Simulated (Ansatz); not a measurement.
The same path of GaH3 + H3P (8 atoms, charge 0, multiplicity 1) was run 3 times with different band settings. Lost on the way: Ga1–H2, P5–H8. Made: Ga1–P5, H2–H8.

Theory: RKS BHLYP-D4/def2-SVP in Ansatz.

Relaxed end points:

```xyz
8
Properties=species:S:1:pos:R:3
Ga 0.024 0.178 0.060
H -0.058 0.794 1.496
H 1.415 0.000 -0.634
H -1.291 -0.157 -0.720
P 0.202 -3.093 1.200
H -0.654 -2.834 0.102
H 1.373 -2.637 0.547
H -0.061 -1.860 1.852
```

```xyz
8
Properties=species:S:1:pos:R:3
Ga 0.117 -0.711 -0.145
H -0.185 0.664 1.988
H 1.417 0.141 -0.308
H -1.280 -0.150 -0.567
P 0.257 -2.855 0.749
H -0.622 -3.453 -0.186
H 1.448 -3.220 0.076
H -0.203 -0.025 2.297
```

Common settings: movable images 7; climbing image yes; spring 5.0 eV/Å²; optimiser quadratic models (default); start path through a guess of the saddle point; iteration limit 60; end points relaxed.

| run | force threshold |
| --- | --- |
| 1 | 0.03 eV/Å |
| 2 | 0.2 eV/Å |
| 3 | 0.5 eV/Å |

What does each run give, and how far can it be trusted?

Run 1: converged after 18 iterations, highest image 1.305 eV above the first end. A vibrational analysis at the climbing image gives one clearly imaginary mode, 1399i cm⁻¹: a first-order saddle point.
Run 2: converged after 8 iterations, highest image 1.308 eV above the first end. The threshold of 0.2 eV/Å is loose, so the images may lie well off the minimum-energy path. Another band between the same ends (7 images) ends at a top of the same energy, where a vibrational analysis finds 1 clearly imaginary mode.
Run 3: converged after 7 iterations, highest image 1.313 eV above the first end. The threshold of 0.5 eV/Å is loose, so the images may lie well off the minimum-energy path. The order of the stationary point at the top wasn't checked.
The orbitals stay closed-shell, which can raise the energy where a bond breaks towards radicals; this wasn't checked here.
